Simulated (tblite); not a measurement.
H5O4Si, charge +1, singlet, at a GFN2-xTB geometry; GFN1-xTB (tblite 0.6.0).

Input for tblite:
```
$ tblite run mol.xyz --method gfn1 --charge 1 --spin 0 --etemp 2000 --json tblite.json --no-restart

# file mol.xyz
10

O      0.42300775    -0.34215206     1.57256308
Si     0.20866731    -0.06562924     0.02728980
O      0.05846469    -1.24648912    -1.02696932
O      0.88574575     1.28293584    -0.46060890
O     -1.56857171     0.38716528    -0.10415051
H      0.19299341    -1.12049991     2.07780759
H      0.74771201    -1.73532224    -1.47075513
H      1.58940578     1.76807453    -0.03392037
H     -1.81823817     1.30180993     0.09082315
H     -2.02238704     0.05306761    -0.89268722
```

**Question.** Predict the main parts of the log of this tblite run.

**Answer.** 
```
xTB calculator
 | screened Coulomb repulsion
 | Coulomb electrostatics
 |  * isotropic Klopman-Ohno-Mataga-Nishimoto electrostatics
 |  * onsite third-order electrostatics
 | DFT-D3(BJ) dispersion correction

halogen bonding energy    0.0000000000000E+00 Eh
repulsion energy          1.6411038788196E-01 Eh
dispersion energy        -2.7379895252058E-03 Eh
number of electrons       3.2000000000000E+01 e
integral cutoff           2.8146159136829E+01 bohr

------------------------------------------------------------
  cycle        total energy    energy error   density error
------------------------------------------------------------
      1     -22.53964695149  -2.2701019E+01   7.7863113E-01
      2     -23.03884145954  -4.9919451E-01   3.8234323E-01
      3     -23.00557758698   3.3263873E-02   2.2554240E-01
      4     -23.13630685817  -1.3072927E-01   6.8854306E-02
      5     -23.14173910045  -5.4322423E-03   3.6908344E-02
      6     -23.14849124180  -6.7521414E-03   1.1295885E-03
      7     -23.14849770988  -6.4680742E-06   3.7009675E-04
      8     -23.14849809732  -3.8743946E-07   4.4664133E-05
      9     -23.14849809850  -1.1881127E-09   1.3670298E-05
------------------------------------------------------------

electronic energy        -2.3309870496860E+01 Eh
total energy             -2.3148498098503E+01 Eh

Post processing:
 | Mayer-Wiberg bond orders

[Info] JSON dump of results written to 'tblite.json'
```
